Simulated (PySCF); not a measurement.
**Computed structure and properties of Hf(BH4)4**

System: Hf(BH4)4 (singlet); start: displaced along the imaginary mode (C2). Method: PySCF 2.14.0, RKS TPSS, Hf def2-SVP with ECP60, B def2-SVP, H def2-SVP; non-relativistic Hamiltonian with scalar-relativistic core potentials where named; density fitting; no spin-orbit coupling.

Input of the relaxation:

```python
mol = gto.M(atom='''
Hf    -0.00000    -0.00000     0.01965
B      1.40708     1.39184     1.25952
H      2.12697     2.12627     1.87975
H      0.85418     0.50063     1.97551
H      2.01116     0.75720     0.33962
H      0.45181     2.00405     0.68210
B     -1.40707    -1.39183     1.25954
H     -2.12697    -2.12628     1.87974
H     -0.85418    -0.50062     1.97554
H     -2.01115    -0.75720     0.33964
H     -0.45180    -2.00404     0.68212
B      1.30383    -1.31599    -1.38009
H      1.97924    -1.99593    -2.10257
H      1.54290    -1.47547    -0.15021
H      0.07036    -1.53642    -1.48646
H      1.44531    -0.08503    -1.57544
B     -1.30381     1.31602    -1.38009
H     -1.97920     1.99597    -2.10257
H     -1.54290     1.47550    -0.15021
H     -0.07033     1.53644    -1.48644
H     -1.44529     0.08506    -1.57546''',
    basis={'Hf': 'def2-SVP', 'B': 'def2-SVP', 'H': 'def2-SVP'},
    ecp={'Hf': 'def2-SVP'},
    charge=0, spin=0)
mf = dft.RKS(mol, xc='TPSS')
mf.grids.atom_grid = (50, 194)
mf = mf.density_fit()  # fitting sets: Hf def2-universal-JKFIT, B def2-universal-JKFIT, H def2-universal-JKFIT
mf.conv_tol = 1e-08; mf.max_cycle = 55
mf.kernel(dm0)  # dm0: converged density of the start geometry
# quasi-Newton relaxation in Cartesian coordinates to a largest gradient under 0.00045 Eh/bohr, steps kept in the point group
```

Run from Python with OMP_NUM_THREADS=4; the lines above give its settings. Where DIIS fails, smearing, a level shift and second-order steps follow.
It took 5.3 min on 4 threads of Arm Neoverse V1 (shared host), from the converged density of the start.

Course of the relaxation:

```json
{"step": "0", "energy above end (eV)": "0.3877", "largest force component within the symmetry (eV/Å)": "0.308"}
{"step": "1", "energy above end (eV)": "0.3576", "largest force component within the symmetry (eV/Å)": "0.150"}
{"step": "2", "energy above end (eV)": "0.3355", "largest force component within the symmetry (eV/Å)": "0.151"}
{"step": "3", "energy above end (eV)": "0.3087", "largest force component within the symmetry (eV/Å)": "0.249"}
{"step": "4", "energy above end (eV)": "0.2762", "largest force component within the symmetry (eV/Å)": "0.264"}
{"step": "5", "energy above end (eV)": "0.2326", "largest force component within the symmetry (eV/Å)": "0.244"}
{"step": "6", "energy above end (eV)": "0.1779", "largest force component within the symmetry (eV/Å)": "0.187"}
{"step": "7", "energy above end (eV)": "0.0991", "largest force component within the symmetry (eV/Å)": "0.431"}
{"step": "23", "energy above end (eV)": "0.0019", "largest force component within the symmetry (eV/Å)": "0.152"}
{"step": "24", "energy above end (eV)": "0.0008", "largest force component within the symmetry (eV/Å)": "0.067"}
{"step": "25", "energy above end (eV)": "0.0003", "largest force component within the symmetry (eV/Å)": "0.023"}
{"step": "26", "energy above end (eV)": "0.0001", "largest force component within the symmetry (eV/Å)": "0.019"}
{"step": "27", "energy above end (eV)": "0.0000", "largest force component within the symmetry (eV/Å)": "0.010"}
{"step": "28", "energy above end (eV)": "0.0000", "largest force component within the symmetry (eV/Å)": "0.010"}
```
(The steps between are left out.)

Relaxed geometry (T):

```xyz
21

Hf    0.0000    0.0000   -0.0529
B     1.3985    1.2763    1.2854
H     2.1242    1.9362    1.9768
H     1.3521    0.0605    1.6056
H     1.7170    1.2703    0.0685
H     0.1980    1.6515    1.2951
B    -1.3985   -1.2763    1.2854
H    -2.1242   -1.9362    1.9768
H    -1.3521   -0.0605    1.6056
H    -1.7170   -1.2703    0.0685
H    -0.1980   -1.6514    1.2951
B     1.2774   -1.3989   -1.3895
H     1.9364   -2.1235   -2.0829
H     1.6006   -1.4179   -0.1738
H     0.0476   -1.6653   -1.3943
H     1.3375   -0.1844   -1.7128
B    -1.2774    1.3989   -1.3895
H    -1.9364    2.1235   -2.0829
H    -1.6006    1.4179   -0.1738
H    -0.0476    1.6653   -1.3943
H    -1.3375    0.1844   -1.7128
```

| contact | Å |
| --- | --- |
| Hf1–H5 (BH4) | 2.139 |
| Hf1–H10 (BH4) | 2.139 |
| Hf1–H15 (BH4) | 2.139 |
| Hf1–H20 (BH4) | 2.139 |

On the finer grid (75, 302):

The HOMO is -8.64 eV, the LUMO is -1.92 eV and the dipole about the centre of mass is 0.01 D. The set of Mulliken populations of Hf1 outside the core potential is s 2.72, p 6.06, d 2.73, f 0.15 and the D3(BJ) dispersion energy (not in the energies) is -0.664 eV.

```
atom  Mulliken (e)  Löwdin (e)  spin (e)
 Hf1          0.34        0.01      0.00
  B2         -0.39       -0.22      0.00
  H3          0.02        0.01      0.00
  H4          0.09        0.07      0.00
  H5          0.09        0.07      0.00
  H6          0.09        0.07      0.00
  B7         -0.39       -0.22      0.00
  H8          0.02        0.01      0.00
  H9          0.09        0.07      0.00
 H10          0.09        0.07      0.00
 H11          0.09        0.07      0.00
 B12         -0.39       -0.22      0.00
 H13          0.02        0.01      0.00
 H14          0.09        0.07      0.00
 H15          0.09        0.07      0.00
 H16          0.09        0.07      0.00
 B17         -0.39       -0.22      0.00
 H18          0.02        0.01      0.00
 H19          0.09        0.07      0.00
 H20          0.09        0.07      0.00
 H21          0.09        0.07      0.00
```

No frequency check is given here.

Taking off one BH4 (charge -1, singlet; the rest: singlet) in vacuum, both parts rigid, costs 9.01 eV; the small basis without counterpoise inflates it. Most of it is the attraction of opposite charges; other ways to part are cheaper, and one spin state was tried for the rest.

Rigid scan of BH4 along the line from its metal, all other atoms held (where the atom bridges, its other bond changes as well):

```json
{"distance to B2 (Å)": "2.02", "energy (eV)": "1.011"}
{"distance to B2 (Å)": "2.12", "energy (eV)": "0.394"}
{"distance to B2 (Å)": "2.22", "energy (eV)": "0.087"}
{"distance to B2 (Å)": "2.32", "energy (eV)": "0.000"}
{"distance to B2 (Å)": "2.42", "energy (eV)": "0.066"}
{"distance to B2 (Å)": "2.52", "energy (eV)": "0.237"}
{"distance to B2 (Å)": "2.72", "energy (eV)": "0.752"}
{"distance to B2 (Å)": "3.02", "energy (eV)": "1.667"}
{"distance to B2 (Å)": "3.42", "energy (eV)": "2.784"}
{"distance to B2 (Å)": "3.92", "energy (eV)": "3.849"}
```

One start shape was tried, so this needn't be the lowest isomer.
